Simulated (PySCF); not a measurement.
# Neon: a sound run and one with changed settings

Sound run: Ne⁺ [He] 2s2 2p5, Ne²⁺ [He] 2s2 2p4. Calculation: PySCF 2.14, in x2c-SVPall; scalar relativity by spin-free X2C-1e. The sound run starts from symmetry-adapted Hartree-Fock orbitals and uses a fine grid where one is needed.

Changed run: initial guess 1e, at most 5 SCF cycles. This setting is unsound on purpose.

```tsv
species	method	sound run (hartree)	changed run (hartree)	converged
Ne⁺	UHF	-127.78475	-127.78475	no
Ne⁺	M06-2X	-128.12409	-128.12409	no
Ne⁺	PBE0	-128.05379	-128.05379	no
Ne²⁺	UHF	-126.33219	-126.33219	no
Ne²⁺	M06-2X	-126.60538	-126.60538	no
Ne²⁺	PBE0	-126.53836	-126.53836	no
```

The SCF was stopped early; the energies are upper bounds that still move, and correlated levels were skipped or rest on poor orbitals.
